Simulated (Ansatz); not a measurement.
Ansatz (a program for electronic structure) input file for Ti(Me)2(H)2 (C2H8Ti), SMILES [TiH2]([CH3])[CH3], multiplicity 1, B3LYP-D3(BJ)/def2-SVP. 

Ansatz 0.2 input:
```yaml
crystal:
  periodic: [false, false, false]
  atoms:
    - {symbol: Ti, position_ang: [-0.81980000, -0.27950000, -0.46720000]}
    - {symbol: C, position_ang: [1.02770000, 0.56800000, -1.20590000]}
    - {symbol: H, position_ang: [1.84950000, -0.09150000, -1.07250000]}
    - {symbol: H, position_ang: [1.22810000, 1.55820000, -0.68860000]}
    - {symbol: H, position_ang: [0.85200000, 0.72530000, -2.28950000]}
    - {symbol: C, position_ang: [-0.35090000, -0.36480000, 1.60120000]}
    - {symbol: H, position_ang: [-0.94110000, -1.18690000, 2.03720000]}
    - {symbol: H, position_ang: [-0.60240000, 0.55430000, 2.09870000]}
    - {symbol: H, position_ang: [0.68160000, -0.54990000, 1.74710000]}
    - {symbol: H, position_ang: [-0.96120000, -1.83510000, -1.08990000]}
    - {symbol: H, position_ang: [-2.02960000, 0.87590000, -0.63810000]}
basis:
  gaussian:
    orbitals: def2-SVP
hamiltonian:
  xc: b3lyp
  dispersion: d3bj
relax: {f_tol: 0.002, max_steps: 200}
```

It prints:

```
WARN ansatz: RAYON_NUM_THREADS=1 ignored (pool sized by the plan → 1); use --threads N
Functional definition: B3LYP
integrals: 0.06 GiB planned
1171 factors; integrals over basis functions are off by at most 3.5e-4 eV
mean field: 0.40 GiB planned
mean field evaluation 1: about -25299.1819 eV, gradient 7.4e1 eV
mean field evaluation 2: about -24935.5571 eV, gradient 3.9e2 eV
mean field evaluation 4: about -25311.8530 eV, gradient 2.5e1 eV
mean field evaluation 8: about -25313.5814 eV, gradient 1.7e-1 eV
mean field evaluation 16: about -25313.5815 eV, gradient 3.1e-5 eV
mean field -25313.58150418 eV, -930.2569621169 hartree, gradient 3.1e-5 eV, S^2 0.000000; 0 other end points of the search recorded, 0 dependent functions left out
the calculation of the forces begins
reference -25313.58179087 eV, -930.2569726526 hartree; 21, 21 occupied and 78, 78 virtual orbitals, 1171 factors
relax step   1: F+E_penalty+E_count = -25313.93117224 eV  Δ(F+E_penalty+E_count) = +0.000e0 eV  max|allowed force component| = 2.067e0 eV/Å  Δτ_max = 0.0000 Å  (30 SCF iters, accepted)
these checks for a lower state are left out or cut short: starts, cluster_reference, orbital_swaps, neighbouring_geometries, increment
integrals: 0.06 GiB planned
1171 factors; integrals over basis functions are off by at most 3.4e-4 eV
mean field: 0.40 GiB planned
mean field -25313.85490777 eV, -930.2670095135 hartree, gradient 8.8e-5 eV, S^2 0.000000; 0 other end points of the search recorded, 0 dependent functions left out
the calculation of the forces begins
reference -25313.85519641 eV, -930.2670201209 hartree; 21, 21 occupied and 78, 78 virtual orbitals, 1171 factors
relax step   2: F+E_penalty+E_count = -25314.20623833 eV  Δ(F+E_penalty+E_count) = -2.751e-1 eV  max|allowed force component| = 4.350e-1 eV/Å  Δτ_max = 0.1761 Å  (34 SCF iters, accepted)
these checks for a lower state are left out or cut short: starts, cluster_reference, orbital_swaps, neighbouring_geometries, increment
integrals: 0.06 GiB planned
1171 factors; integrals over basis functions are off by at most 3.5e-4 eV
mean field: 0.41 GiB planned
mean field -25313.87706615 eV, -930.2678238189 hartree, gradient 2.4e-5 eV, S^2 0.000000; 0 other end points of the search recorded, 0 dependent functions left out
the calculation of the forces begins
reference -25313.87735165 eV, -930.2678343107 hartree; 21, 21 occupied and 78, 78 virtual orbitals, 1171 factors
relax step   3: F+E_penalty+E_count = -25314.22939018 eV  Δ(F+E_penalty+E_count) = -2.315e-2 eV  max|allowed force component| = 5.976e-2 eV/Å  Δτ_max = 0.0737 Å  (33 SCF iters, accepted)
these checks for a lower state are left out or cut short: starts, cluster_reference, orbital_swaps, neighbouring_geometries, increment
integrals: 0.06 GiB planned
1171 factors; integrals over basis functions are off by at most 3.5e-4 eV
mean field: 0.40 GiB planned
mean field evaluation 32: about -25313.8505 eV, gradient 2.1e0 eV
mean field -25313.87983664 eV, -930.2679256327 hartree, gradient 8.0e-5 eV, S^2 0.000000; 0 other end points of the search recorded, 0 dependent functions left out
the calculation of the forces begins
reference -25313.88012198 eV, -930.2679361185 hartree; 21, 21 occupied and 78, 78 virtual orbitals, 1171 factors
relax step   4: F+E_penalty+E_count = -25314.23195093 eV  Δ(F+E_penalty+E_count) = -2.561e-3 eV  max|allowed force component| = 9.073e-2 eV/Å  Δτ_max = 0.0594 Å  (30 SCF iters, accepted)
these checks for a lower state are left out or cut short: starts, cluster_reference, orbital_swaps, neighbouring_geometries, increment
integrals: 0.06 GiB planned
1171 factors; integrals over basis functions are off by at most 3.6e-4 eV
mean field: 0.40 GiB planned
mean field -25313.88184139 eV, -930.2679993057 hartree, gradient 2.3e-5 eV, S^2 0.000000; 0 other end points of the search recorded, 0 dependent functions left out
the calculation of the forces begins
reference -25313.88212691 eV, -930.2680097984 hartree; 21, 21 occupied and 78, 78 virtual orbitals, 1171 factors
relax step   5: F+E_penalty+E_count = -25314.23338669 eV  Δ(F+E_penalty+E_count) = -1.436e-3 eV  max|allowed force component| = 2.144e-1 eV/Å  Δτ_max = 0.1050 Å  (31 SCF iters, accepted)
these checks for a lower state are left out or cut short: starts, cluster_reference, orbital_swaps, neighbouring_geometries, increment
integrals: 0.06 GiB planned
1171 factors; integrals over basis functions are off by at most 3.6e-4 eV
[...]
these checks for a lower state are left out or cut short: starts, cluster_reference, orbital_swaps, neighbouring_geometries, increment
integrals: 0.06 GiB planned
1171 factors; integrals over basis functions are off by at most 4.0e-4 eV
mean field: 0.40 GiB planned
mean field evaluation 128: about -25313.9016 eV, gradient 2.2e-5 eV
mean field -25313.90156977 eV, -930.2687243104 hartree, gradient 2.2e-5 eV, S^2 0.000000; 0 other end points of the search recorded, 0 dependent functions left out
the calculation of the forces begins
reference -25313.90185496 eV, -930.2687347907 hartree; 21, 21 occupied and 78, 78 virtual orbitals, 1171 factors
relax step  20: F+E_penalty+E_count = -25314.25161913 eV  Δ(F+E_penalty+E_count) = -4.643e-4 eV  max|allowed force component| = 1.321e-1 eV/Å  Δτ_max = 0.0864 Å  (32 SCF iters, accepted)
these checks for a lower state are left out or cut short: starts, cluster_reference, orbital_swaps, neighbouring_geometries, increment
integrals: 0.06 GiB planned
1171 factors; integrals over basis functions are off by at most 4.0e-4 eV
mean field: 0.40 GiB planned
mean field -25313.90271158 eV, -930.2687662709 hartree, gradient 1.9e-5 eV, S^2 0.000000; 0 other end points of the search recorded, 0 dependent functions left out
the calculation of the forces begins
reference -25313.90299641 eV, -930.2687767383 hartree; 21, 21 occupied and 78, 78 virtual orbitals, 1171 factors
relax step  21: F+E_penalty+E_count = -25314.25284331 eV  Δ(F+E_penalty+E_count) = -1.224e-3 eV  max|allowed force component| = 1.814e-2 eV/Å  Δτ_max = 0.0113 Å  (29 SCF iters, accepted)
these checks for a lower state are left out or cut short: starts, cluster_reference, orbital_swaps, neighbouring_geometries, increment
integrals: 0.06 GiB planned
1171 factors; integrals over basis functions are off by at most 4.0e-4 eV
mean field: 0.40 GiB planned
mean field -25313.90296751 eV, -930.2687756762 hartree, gradient 7.3e-5 eV, S^2 0.000000; 0 other end points of the search recorded, 0 dependent functions left out
the calculation of the forces begins
reference -25313.90325229 eV, -930.2687861419 hartree; 21, 21 occupied and 78, 78 virtual orbitals, 1171 factors
relax step  22: F+E_penalty+E_count = -25314.25304616 eV  Δ(F+E_penalty+E_count) = -2.028e-4 eV  max|allowed force component| = 2.314e-3 eV/Å  Δτ_max = 0.0215 Å  (30 SCF iters, accepted)
these checks for a lower state are left out or cut short: starts, cluster_reference, orbital_swaps, neighbouring_geometries, increment
integrals: 0.06 GiB planned
1171 factors; integrals over basis functions are off by at most 4.0e-4 eV
mean field: 0.40 GiB planned
mean field -25313.90319368 eV, -930.2687839879 hartree, gradient 7.3e-5 eV, S^2 0.000000; 0 other end points of the search recorded, 0 dependent functions left out
the calculation of the forces begins
reference -25313.90347841 eV, -930.2687944514 hartree; 21, 21 occupied and 78, 78 virtual orbitals, 1171 factors
relax step  23: F+E_penalty+E_count = -25314.25321575 eV  Δ(F+E_penalty+E_count) = -1.696e-4 eV  max|allowed force component| = 3.372e-2 eV/Å  Δτ_max = 0.0525 Å  (30 SCF iters, accepted)
these checks for a lower state are left out or cut short: starts, cluster_reference, orbital_swaps, neighbouring_geometries, increment
integrals: 0.06 GiB planned
1171 factors; integrals over basis functions are off by at most 4.1e-4 eV
mean field: 0.40 GiB planned
mean field -25313.90329074 eV, -930.2687875549 hartree, gradient 1.3e-5 eV, S^2 0.000000; 0 other end points of the search recorded, 0 dependent functions left out
the calculation of the forces begins
reference -25313.90357554 eV, -930.2687980209 hartree; 21, 21 occupied and 78, 78 virtual orbitals, 1171 factors
relax step  24: F+E_penalty+E_count = -25314.25329857 eV  Δ(F+E_penalty+E_count) = -8.283e-5 eV  max|allowed force component| = 1.106e-2 eV/Å  Δτ_max = 0.0140 Å  (27 SCF iters, accepted)
these checks for a lower state are left out or cut short: starts, cluster_reference, orbital_swaps, neighbouring_geometries, increment
integrals: 0.06 GiB planned
1171 factors; integrals over basis functions are off by at most 4.1e-4 eV
mean field: 0.40 GiB planned
mean field -25313.90328810 eV, -930.2687874577 hartree, gradient 2.2e-5 eV, S^2 0.000000; 0 other end points of the search recorded, 0 dependent functions left out
the calculation of the forces begins
reference -25313.90357275 eV, -930.2687979184 hartree; 21, 21 occupied and 78, 78 virtual orbitals, 1171 factors
relax step  25: F+E_penalty+E_count = -25314.25336076 eV  Δ(F+E_penalty+E_count) = -6.219e-5 eV  max|allowed force component| = 5.476e-3 eV/Å  Δτ_max = 0.0085 Å  (27 SCF iters, accepted)
these checks for a lower state are left out or cut short: starts, cluster_reference, orbital_swaps, neighbouring_geometries, increment
integrals: 0.06 GiB planned
1171 factors; integrals over basis functions are off by at most 4.1e-4 eV
mean field: 0.40 GiB planned
mean field evaluation 160: about -25313.9033 eV, gradient 5.1e-4 eV
mean field -25313.90328524 eV, -930.2687873526 hartree, gradient 2.6e-5 eV, S^2 0.000000; 0 other end points of the search recorded, 0 dependent functions left out
the calculation of the forces begins
reference -25313.90356989 eV, -930.2687978134 hartree; 21, 21 occupied and 78, 78 virtual orbitals, 1171 factors
relax step  26: F+E_penalty+E_count = -25314.25337485 eV  Δ(F+E_penalty+E_count) = -1.409e-5 eV  max|allowed force component| = 3.037e-3 eV/Å  Δτ_max = 0.0101 Å  (26 SCF iters, accepted)
these checks for a lower state are left out or cut short: starts, cluster_reference, orbital_swaps, neighbouring_geometries, increment
integrals: 0.06 GiB planned
1171 factors; integrals over basis functions are off by at most 4.1e-4 eV
mean field: 0.40 GiB planned
mean field -25313.90329174 eV, -930.2687875916 hartree, gradient 1.7e-5 eV, S^2 0.000000; 0 other end points of the search recorded, 0 dependent functions left out
the calculation of the forces begins
reference -25313.90357639 eV, -930.2687980521 hartree; 21, 21 occupied and 78, 78 virtual orbitals, 1171 factors
relax step  27: F+E_penalty+E_count = -25314.25337804 eV  Δ(F+E_penalty+E_count) = -3.189e-6 eV  max|allowed force component| = 1.385e-3 eV/Å  Δτ_max = 0.0066 Å  (26 SCF iters, accepted)
integrals: 0.06 GiB planned
1171 factors; integrals over basis functions are off by at most 4.1e-4 eV
mean field: 0.40 GiB planned
mean field -25313.90329174 eV, -930.2687875916 hartree, gradient 1.7e-5 eV, S^2 0.000000; 1 other end points of the search recorded, 0 dependent functions left out
the calculation of the forces begins
reference -25313.90357639 eV, -930.2687980521 hartree; 21, 21 occupied and 78, 78 virtual orbitals, 1171 factors
Total energy: -25314.25366269 eV, -930.2816634864 hartree
Atom 0 at    -0.611902    -0.244844    -0.364440 Å, force    -0.000273    -0.000811    -0.000178 eV/Å
Atom 1 at     1.050378     0.505974    -1.269883 Å, force     0.000784     0.000609    -0.000855 eV/Å
Atom 2 at     1.425481    -0.285538    -1.946470 Å, force    -0.000472     0.001317     0.001385 eV/Å
Atom 3 at     1.844481     0.812592    -0.569478 Å, force    -0.000859    -0.000306    -0.001195 eV/Å
Atom 4 at     0.717074     1.374250    -1.869865 Å, force     0.000791    -0.001192     0.000986 eV/Å
Atom 5 at    -0.423597    -0.255342     1.663181 Å, force     0.000448     0.000778    -0.000289 eV/Å
Atom 6 at    -0.552298    -1.305948     1.986419 Å, force     0.000136     0.000112    -0.000095 eV/Å
Atom 7 at    -1.256696     0.355657     2.060037 Å, force     0.000247    -0.000326     0.000113 eV/Å
Atom 8 at     0.540061     0.137093     2.027153 Å, force    -0.000351    -0.000220     0.000309 eV/Å
Atom 9 at    -0.848683    -1.849055    -0.900015 Å, force    -0.000469     0.000179     0.000012 eV/Å
Atom 10 at    -1.950400     0.729161    -0.784139 Å, force     0.000017    -0.000141    -0.000193 eV/Å
Dipole moment:     0.233907     0.093684     0.141826 e Å
```

The calculation finished and met its thresholds.

Cost: roughly 2.9 core-minutes.
